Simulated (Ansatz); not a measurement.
Compare A (`B[SiH2]CF`) with its isomer B (`BC[SiH2]F`).

Isolated molecules relaxed with PBE0-D4/def2-TZVP in Ansatz; ΔE leaves out vibrations. CBS: MP2 limit from def2 TZ/QZ plus the TZ coupled-cluster correction, frozen cores. DFT in def2-TZVPP. B3LYP here is the variant with VWN-RPA as its local correlation; programs differ in this. Each species was taken in one conformer, which may not be the lowest.

Question: Which isomer does CCSD(T)/CBS put lower? Give the gap. (Estimate.)

Answer: Ansatz gave: B, by 71.0 kcal/mol.

Question: Give E(B) − E(A) in kcal/mol with CCSD(T)/def2-TZVPP, PBE0-D4, B3LYP, LDA (SPW92), CCSD/def2-TZVPP, B2PLYP, PBE-D4. (An estimate is asked.)

Answer: Ansatz gave: CCSD(T)/def2-TZVPP -70.0, PBE0-D4 -67.3, B3LYP -67.9, LDA (SPW92) -67.2, CCSD/def2-TZVPP -70.1, B2PLYP -70.4, PBE-D4 -65.1. None reverses the order clearly.

Question: Does the order hold for the free energy at 298.15 K (harmonic terms from PBE0-D4)? (An estimate is asked.)

Answer: Computed: Yes: G(B) − G(A) = -69.3 kcal/mol, for one conformer each. Modes under 60 cm⁻¹, often nearly free rotors, make the harmonic entropy too high.

Largest T1 diagnostic: 0.012.

At CCSD(T), def2-SVP lies +5.6 kcal/mol from the extrapolated value and def2-TZVPP +1.0 kcal/mol. From BLYP to BHLYP (50 % exact exchange), in def2-TZVPP and without D4, E(B) − E(A) moves by −4.5 kcal/mol.
